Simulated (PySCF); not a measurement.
# Two-dimensional NMR puzzle

Compound of formula C6H12O2. Correlations simulated from computed shifts and the bond graph:

HSQC (one-bond C–H):
| δH | δC |
| --- | --- |
| 1.95 | 23.8 |
| 1.44 | 28.8 |

HMBC (two and three bonds, from the bond graph):
| δH | δC |
| --- | --- |
| 1.95 | 178.2 |
| 1.44 | 78.9, 28.8 |

Carbons without hydrogens: δ 178.2, 78.9.

Gas phase, non-relativistic Hamiltonian, one computed conformer, rapidly exchanging positions averaged. GIAO CAM-B3LYP/pcSseg-1 shieldings; geometry from PBE0-D3(BJ)/def2-SVP; PySCF 2.14.

Scale: ¹H, ¹³C against TMS (reference shieldings calculated alike).

Exchangeable hydrogens are left out of these lists.

**Question.** Which molecule is this?

**Answer.** SMILES CC(=O)OC(C)(C)C.

Numbering as in the mapped SMILES `[CH3:1][C:2](=[O:3])[O:4][C:5]([CH3:6])([CH3:7])[CH3:8]`. Each H is labelled by its parent atom.

1. δC 178.2 is C2, an ester carbonyl carbon.
2. δC 78.9 is C5, a fully substituted sp3 carbon bonded to O.
3. δC 28.8 is C6/C7/C8, a methyl carbon (δH 1.44).
4. δC 23.8 is C1, a methyl carbon α to a carbonyl (δH 1.95).
5. HMBC from δH 1.95 reaches the proton-free carbon C2.
6. HMBC from δH 1.44 reaches the proton-free carbon C5.

The data come from this structure; uniqueness wasn't tested.

Shifts are as computed, not scaled to solution data. Of 1211 compounds with measured shifts, 218 miss one by over three times the rms of a fit or turn the order of signals round; such compounds aren't used in these exercises.
